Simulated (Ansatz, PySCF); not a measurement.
Pair of molecules: boric acid (SMILES OB(O)O) (first 7 atoms) with NH3 (SMILES N); geometry from B3LYP-D3(BJ)/def2-TZVP, rigid monomers moved along the line of their centres of mass till H7···N8 is 2.65 Å.
(charge 0, multiplicity 1):
```xyz
11

O     -0.0024    -0.5718    -1.1977
B     -0.1552    -0.1962     0.1102
O     -1.3611     0.3833     0.4784
O      0.8779    -0.4118     0.9665
H     -0.7868    -0.3771    -1.7183
H     -1.3983     0.6214     1.4085
H      0.6982    -0.1194     1.8813
N      0.5218     0.5662     4.4371
H      0.4225     1.5595     4.6166
H     -0.1915     0.0833     4.9726
H      1.4208     0.2829     4.8135
```

Monomers are frozen at their geometry in the pair; levels with a basis set take the counterpoise correction. Rows marked so take none.

Correlated levels freeze the cores. Rows in 3-21G, 6-31G* carry no dispersion term and start afresh at each structure (6-31G* with six Cartesian d functions).

The values were computed with Ansatz (Gaussian orbitals); PySCF for 3-21G rows, 6-31G* rows. Each number belongs to the level named beside it.

Question: Estimate the interaction energy that CCSD(T)/aug-cc-pVDZ returns for this input.

Answer: -5.9 kcal/mol

Question: What interaction energy does M06-2X/6-31G* (no counterpoise) give?

Answer: -7.9 kcal/mol

Question: What is the computed interaction energy (B3LYP/3-21G (no counterpoise))?

Answer: -10.8 kcal/mol

Ansatz is a program for electronic structure.
